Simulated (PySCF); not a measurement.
Job for PySCF: R-M06-2X/6-31G* on GeH4 (SMILES [GeH4]).

```python
from pyscf import gto, scf, dft, mp
from pyscf.data.elements import chemcore

mol = gto.M(
    atom='''
    Ge   -0.05928929   -0.19588043    3.68253168
    H    -0.35991527    1.17638575    3.06225545
    H     1.44397125   -0.48744912    3.61823830
    H    -0.84122148   -1.28106390    2.92765316
    H    -0.51629994   -0.18763149    5.15209747
    ''',
    basis='6-31g*',
    cart=True,
    charge=0, spin=0, verbose=3, max_memory=1800)
mf = dft.RKS(mol, xc='m062x')
mf.conv_tol = 1e-8
mf.max_cycle = 100
mf.kernel()
if not mf.converged:
    mf = mf.newton().run(mf.mo_coeff, mf.mo_occ)
```

Program output:

```
converged SCF energy = -2079.08264885065
```

The run converged.

Cost: about 1.8 core-seconds (a rough figure).
